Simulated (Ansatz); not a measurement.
Isolated molecules relaxed with PBE0-D4/def2-TZVP in Ansatz; ΔE leaves out vibrations. CCSD(T)/CBS is the MP2 limit (def2-TZVPP, def2-QZVPP) plus CCSD(T) − MP2 in def2-TZVPP, frozen cores. Functionals use def2-TZVPP. For Ga outer-core shells are correlated without core-valence functions, which leaves a few kJ/mol of doubt a bond. Scalar relativity is left out up to krypton. One conformer a species, not always the lowest.

Reaction (cleavage of the Si–Si bond): `OC(F)[SiH2][SiH3]` + `N=[C](O)[GaH2]` → `O/[C]([GaH2])=N/[SiH3]` + `OC(F)[SiH3]`

```
                 species  PBE0 energy (Eh)
     `OC(F)[SiH2][SiH3]`        -795.99172
        `N=[C](O)[GaH2]`       -2094.93768
`O/[C]([GaH2])=N/[SiH3]`       -2385.53838
           `OC(F)[SiH3]`        -505.40959
```

Work out ΔE.

ΔE = (-2385.53838) + (-505.40959) − (-795.99172) − (-2094.93768) = -0.01857 Eh = -0.51 eV. CCSD(T)/CBS gives -0.63 eV.

Largest T1 diagnostic among the species: 0.015.

From PBE to PBE0 (25 % exact exchange), in def2-TZVPP and without D4, ΔE moves by −0.05 eV. The D4 term adds −0.05 eV with B3LYP and −0.02 eV with PBE0; it sums over pairs of atoms, weighted by their polarisabilities, and B3LYP, whose exchange is more repulsive, gets the larger term.

B3LYP here is the variant with VWN-RPA as its local correlation; programs differ in this.
